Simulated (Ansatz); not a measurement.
C3H10AlN, singlet, geometry from GFN2-xTB (such geometries of metal compounds can be far from the true shape); Ansatz (a first-principles code) with CASSCF(6,6)/6-31G.

Here is a job for Ansatz.
Ansatz 0.2 input:
```yaml
crystal:
  periodic: [false, false, false]
  atoms:
    - {symbol: Al, position_ang: [-0.09681746, -0.43121133, 1.75992931]}
    - {symbol: H, position_ang: [-1.50375094, -0.12142647, 2.31877923]}
    - {symbol: H, position_ang: [0.66890562, -1.62864685, 2.36090676]}
    - {symbol: N, position_ang: [0.63132054, 0.54770207, 0.45933165]}
    - {symbol: C, position_ang: [0.41854766, 0.22215237, -0.94976188]}
    - {symbol: C, position_ang: [-0.20803677, -1.16200249, -1.00011203]}
    - {symbol: C, position_ang: [-0.48340205, 1.25391309, -1.62975272]}
    - {symbol: H, position_ang: [1.14710897, 1.41876269, 0.53374443]}
    - {symbol: H, position_ang: [1.38405806, 0.20017123, -1.47799474]}
    - {symbol: H, position_ang: [-0.42362626, -1.47563721, -2.01835630]}
    - {symbol: H, position_ang: [0.46162039, -1.88391218, -0.53130248]}
    - {symbol: H, position_ang: [-1.13972847, -1.14552039, -0.42543320]}
    - {symbol: H, position_ang: [-0.63899953, 0.99590200, -2.67475121]}
    - {symbol: H, position_ang: [-1.44506565, 1.28427882, -1.12177680]}
    - {symbol: H, position_ang: [-0.03379193, 2.24348353, -1.58045830]}
basis:
  gaussian:
    orbitals: 6-31G
hamiltonian:
  xc: hf
magnetization: {spin_polarized: false}
correlation: {active_space: {window: {electrons: 6, orbitals: 6}}}
```

Output, abridged:

```
Functional definition: HF
971 factors; integrals over basis functions are off by at most 1.9e-4 eV
mean field evaluation 1: about -11307.9205 eV, gradient 3.6e1 eV
mean field evaluation 2: about -11307.9206 eV, gradient 3.6e1 eV
mean field evaluation 4: about -11311.1375 eV, gradient 3.5e0 eV
mean field evaluation 8: about -11311.1734 eV, gradient 2.7e-2 eV
mean field -11311.17341070 eV, -415.6779558547 hartree, gradient 2.3e-6 eV, S^2 0.000000; 0 other end points of the search recorded, 0 dependent functions left out
reference -11311.17341070 eV, -415.6779558547 hartree; 24, 24 occupied and 45, 45 virtual orbitals, 971 factors
state -11312.73441744 eV, -415.7353217941 hartree
2 active orbitals were swapped for others, from the solution at -11312.69857012 eV, -415.7340044294 hartree to that at -11312.73441744 eV, -415.7353217941 hartree; typed "places" are swapped only where nearly empty or full, and so, without "given_window_search", are "orbital_numbers", "shells" and a window whose orbitals a file names under [Active]
Total energy: -11312.73441744 eV, -415.7353217941 hartree
```
